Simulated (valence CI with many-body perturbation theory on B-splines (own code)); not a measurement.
Lu XXXIX: key properties

Level of theory: relativistic CI+MBPT: five valence electrons over a frozen Dirac-Fock core [Ar] 3d10, radial functions for each j: 11 s, 11 p, 10 d, 8 f, 5 g, 2 h, with the one-electron correlation potential Σ1, the two-electron term Σ2, the three-electron term Σ3, Breit, model QED; selected CI, second order for the rest, scaled by the run's own slope (own B-spline code, finite nucleus).

No measured spectrum was set against this ion. As an estimate, large intervals hold to a few tenths of a per cent, small ones and those within an open d or f shell to about a per cent. Among the levels kept, up to 2100 cm⁻¹ of a level comes from second order outside the variational space, and about a tenth of that is noise between levels of different J, which matters for small intervals.

Levels are named by their leading jj configuration (3d3/2^4 stands for four electrons in 3d with j = 3/2), which in mixed levels can hold well under half, so a name can repeat and another be missing.

Rates and lifetimes use the calculated energies. Strong lines usually hold to 10 to 20 %, long lifetimes can be off by a factor of two.

What is the ground level?

(4s^2 4p1/2^2 4p3/2) J=3/2, composition 46 % 4s2 4p3 2P° + 27 % 4s2 4p3 4S° + 26 % 4s2 4p3 2D°, g = 1.372.

Name the longest-lived excited levels whose lifetime is computed, and their main decay.

(4s^2 4p1/2 4p3/2^2) J=5/2 at 609.18 × 10³ cm⁻¹ lives 1.37 μs, mostly by M1 to (4s^2 4p1/2^2 4p3/2) J=3/2; (4s^2 4p1/2 4p3/2^2) J=1/2 at 661.20 × 10³ cm⁻¹ lives 404 ns, mostly by M1 to (4s^2 4p1/2^2 4p3/2) J=3/2; (4s^2 4p1/2 4p3/2^2) J=3/2 at 567.76 × 10³ cm⁻¹ lives 280 ns, mostly by M1 to (4s^2 4p1/2^2 4p3/2) J=3/2. The lifetime of (4s^2 4p1/2 4p3/2 4d5/2) J=9/2 is too uncertain to give, and may be longer.

Among levels below 3885.0 × 10³ cm⁻¹, which E1 lines absorb most strongly from the ground level?

to (4s^2 4p1/2 4p3/2 4d3/2) J=5/2 at 5.345 nm, f = 0.683; to (4s^2 4p1/2 4p3/2 4d3/2) J=3/2 at 5.327 nm, f = 0.633; to (4s^2 4p1/2^2 4d5/2) J=5/2 at 7.296 nm, f = 0.311.

What is the ionisation energy?

1749 eV; NIST lists 1747 ± 4 eV (theoretical).

How well does LS coupling describe the low levels?

Among the lowest 20 levels the leading LS term, summed over configurations, holds 52 % on average. For single configurations the figures are 49 % in LS and 87 % in jj coupling. Terms mix most in the J = 5/2 level at 1370.6 × 10³ cm⁻¹, where the leading one holds 27 %.
